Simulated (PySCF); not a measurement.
# Excitation energy of Ag⁺ by level of theory

Ag⁺ [Kr] 4d10 (1S) → Ag⁺ [Kr] 4d9 5p1 (high-spin determinant), as a difference of total energies. Computed with PySCF 2.14 in x2c-TZVPPall (8s6p6d2f1g, 79 functions), with scalar relativity by spin-free X2C-1e. Correlated levels: valence: [Kr] frozen. The calculations carry no spin-orbit coupling.

```
           method  excitation energy (eV)
              UHF                   9.274
    MP2 (valence)                  10.696
SCS-MP2 (valence)                  10.625
   CCSD (valence)                  10.352
CCSD(T) (valence)                  10.403
```

Task: How much does correlation contribute at CCSD(T) (valence)?

Result: 10.403 − (9.274) = 1.129 eV, measured against UHF.

The basis was made for the ground configuration and has no added diffuse functions, so the excitation energy can come out too high.

The determinant of the upper state mixes LS terms, which raises its energy above the lowest term, most at the Hartree-Fock and MP2 levels.
